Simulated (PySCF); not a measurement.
Zn(H)(SH) (H2SZn), SMILES [SH][ZnH]. Atoms are numbered in the order given.

```xyz
4

Zn     0.0008     0.7451     0.0000
H      0.0275     2.2763     0.0000
S     -0.0819    -1.4414     0.0000
H      1.2580    -1.5663     0.0000
```

Geometry optimised at B3LYP-D3(BJ)/def2-TZVP.

Computed with PBE0/def2-TZVPD run with PySCF.

The molecule is in vacuum.

| Quantity | Result |
|---|---|
| total energy | -2178.43327 hartree |
| point group | Cs |
| highest occupied level | -7.32 eV |
| lowest empty level | -0.86 eV |
| orbital gap | 6.46 eV |
| dipole moment | 1.24 D |
| quadrupole, principal values (traceless, Buckingham form, about the centre of nuclear charge) | -7.07, 0.39, 6.68 D·Å |
| mean static polarisability | 49.6 bohr³ (7.35 Å³) |
| polarisability, principal values | 41.2, 42.2, 65.4 bohr³ |
